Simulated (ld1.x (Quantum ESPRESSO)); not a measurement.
**platinum (Pt), TM: configuration errors across variants**

```
Element                 : Pt
Generator               : ld1.x (Quantum ESPRESSO) 7.5
Type                    : norm-conserving Troullier–Martins (Kleinman–Bylander form)
Functional              : LDA (PZ)
Relativity              : scalar-relativistic
Frozen core             : [Xe] 4f14
Valence charge          : 10
Reference configuration : 5d9 6s0.5 6p0.5
Partial waves           : 6s (bound): rc 2.15 bohr; 6p (bound): rc 3.65 bohr; 5d (bound): rc 1.25 bohr
Local potential         : all-electron potential smoothed inside 1.85 bohr (lloc = -1)
Core correction         : a·sin(br)/r model core inside 0.80 bohr
```

All-electron excitation energies from the reference (eV): (1) 5d9 6s1 6p0 -2.540; (2) 5d9 6s0 6p0 7.005; (3) 5d8 6s0 6p0 27.264; (4) 5d8 6s2 6p0 -1.609; (5) 5d8 6s1 6p0 8.877; (6) 5d8 6s1 6p1 4.056; (7) 5d6 6s0 6p0 105.724; (8) 5d9 6s0.5 6p0.5 spin -0.320; (9) 5d9 6s1 6p0 spin -2.919.

Spin tests fill each open shell by Hund’s rule, majority spin first.

A true bound ghost makes a file unfit for plane-wave use even where its test errors are small: the radial tests pick states by their node count and pass the ghost by.

Errors AE − PS in meV (a dash: test not solved or not reliable):

```tsv
change	(1)	(2)	(3)	(4)	(5)	(6)	(7)	(8)	(9)	bound ghosts
base	+0.3	-10	-28	-53	-29	+14	-555	+6.2	+8.4	s
wave 5d (bound): rc 1.25 bohr becomes 5d (bound): rc 0.82 bohr	–	-11	-21	-52	–	–	–	+6.4	–	s
wave 5d (bound): rc 1.25 bohr becomes 5d (bound): rc 0.92 bohr	+0.3	-10	-24	-51	-26	+17	-541	+5.0	+7.2	s
wave 5d (bound): rc 1.25 bohr becomes 5d (bound): rc 1.12 bohr	+0.3	-10	-27	-52	-28	+14	-551	+6.0	+8.1	s
wave 5d (bound): rc 1.25 bohr becomes 5d (bound): rc 1.34 bohr	+0.3	-10	-29	-53	-29	+13	-557	+6.3	+8.5	s
wave 5d (bound): rc 1.25 bohr becomes 5d (bound): rc 1.48 bohr	+0.3	-10	-29	-53	-30	+13	-557	+6.2	+8.4	s
wave 5d (bound): rc 1.25 bohr becomes 5d (bound): rc 1.62 bohr	+0.3	-10	-29	-54	-30	+13	-558	+5.9	+8.1	s
wave 5d (bound): rc 1.25 bohr becomes 5d (bound): rc 1.70 bohr	+0.3	-10	-29	-54	-30	+13	-558	+5.9	+8.0	s
wave 5d (bound): rc 1.25 bohr becomes 5d (bound): rc 1.90 bohr	+0.3	-10	-29	-54	-30	+13	-558	+5.9	+8.1	s
```

Question: Give the same row for: wave 5d (bound): rc 1.25 bohr becomes 5d (bound): rc 1.20 bohr.

Answer: +0.3, -10, -28, -53, -29, +14, -554, +6.2, +8.4; bound ghosts: s.
